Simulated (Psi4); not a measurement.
Two rigid molecules brought together: Cl2Zn ··· C2H4 (SMILES [Cl][Zn][Cl] and C=C), singlet. Monomers: optimised at B3LYP-D3(BJ) (def2-TZVP), held rigid. Orientation: lowest of the rigid-body minima from ten starts at GFN2-xTB. Only R, the distance of the centres of mass, is varied, so the lowest point isn't the relaxed dimer.

- PBE/def2-TZVP, counterpoise-corrected (Psi4)
- PBE-D3(BJ)/def2-TZVP, counterpoise-corrected (Psi4)
- B3LYP-D3(BJ)/def2-TZVP, counterpoise-corrected (Psi4)
- wB97M-V/def2-TZVP, counterpoise-corrected (Psi4)

Interaction energies in kcal/mol; the last columns give the difference from wB97M-V:

```
R / Å  PBE/def2-TZVP  PBE-D3(BJ)/def2-TZVP  B3LYP-D3(BJ)/def2-TZVP  wB97M-V/def2-TZVP  PBE/def2-TZVP − wB97M-V/def2-TZVP  PBE-D3(BJ)/def2-TZVP − wB97M-V/def2-TZVP  B3LYP-D3(BJ)/def2-TZVP − wB97M-V/def2-TZVP
-----  -------------  --------------------  ----------------------  -----------------  ---------------------------------  ----------------------------------------  ------------------------------------------
2.40            1.78                 -1.36                   -0.66              -2.37                               4.16                                      1.02                                        1.72
2.55           -0.94                 -4.05                   -3.89              -4.79                               3.84                                      0.74                                        0.90
2.79           -2.81                 -5.62                   -5.82              -6.03                               3.22                                      0.41                                        0.21
2.99           -3.14                 -5.64                   -5.95              -5.84                               2.70                                      0.20                                       -0.11
3.19           -2.97                 -5.15                   -5.47              -5.19                               2.22                                      0.04                                       -0.27
3.53           -2.32                 -3.98                   -4.19              -3.86                               1.54                                     -0.12                                       -0.33
3.80           -1.80                 -3.09                   -3.19              -2.91                               1.12                                     -0.18                                       -0.28
4.33           -1.03                 -1.79                   -1.75              -1.63                               0.59                                     -0.16                                       -0.12
5.00           -0.50                 -0.87                   -0.82              -0.80                               0.30                                     -0.07                                       -0.02
5.99           -0.18                 -0.32                   -0.32              -0.31                               0.13                                     -0.01                                       -0.01
7.26           -0.06                 -0.10                   -0.12              -0.11                               0.05                                      0.00                                       -0.01
```

PBE/def2-TZVP is furthest from wB97M-V/def2-TZVP at 2.40 (4.16 kcal/mol, above); its mean absolute difference over the points is 1.81 kcal/mol.

PBE-D3(BJ)/def2-TZVP is furthest from wB97M-V/def2-TZVP at 2.40 (1.02 kcal/mol, above); its mean absolute difference over the points is 0.27 kcal/mol.

B3LYP-D3(BJ)/def2-TZVP is furthest from wB97M-V/def2-TZVP at 2.40 (1.72 kcal/mol, above); its mean absolute difference over the points is 0.36 kcal/mol.
